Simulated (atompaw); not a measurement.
# Sm: PAW (atompaw) pseudisation with PBE, scalar-relativistic reference atom.

- Element: Sm (Z = 62)
- Generator: atompaw 4.2.0.5
- Type: PAW
- Functional: PBE
- Relativity: scalar-relativistic
- Frozen core: [Kr] 4d10
- Valence charge: 16
- Reference configuration: 4f6 5s2 5p6 5d0.5 6s1.5 6p0
- Partial waves: 5s (bound); 6s (bound); 5p (bound); 6p (bound, empty); 5d (bound); 5d channel at 0.6 Ry; 4f (bound); 4f channel at 5 Ry
- Local potential: bessel scheme, radius 2.75 bohr
- Core correction: smooth core density matched at 2.70 bohr
- Augmentation charge: sinc compensation charge, radius 2.55 bohr; PAW radius 3.00 bohr; waves and projectors: bloechl

Results:

* Cutoffs needed: 30 Ry and 35 Ry (the cutoffs (Ry, on a coarse ladder) from which the occupation-weighted sum of valence levels, in a spherical-Bessel basis at the reference potential, stays within 10 and 1 mRy of its value at 400 Ry)
* Ghost test: no extra level below or beside the all-electron valence levels (s, p, d, f tested) (spherical-Bessel basis up to 400 Ry, 20 bohr box)
* Lowest eigenvalue of the overlap operator: 0.04 (d channel)
* Overlap eigenvalues printed by atompaw (projector basis): 0.00737, 0.346, 1.02, 1.97, 3.2, 4.13, 11.5, 150
* Share of each valence orbital outside the PAW sphere: 5s 1 %, 6s 83 %, 5p 3 %, 6p 96 %, 5d 52 %, 4f 2 %

Generation and tests took about 39 s on one core of a shared server CPU.
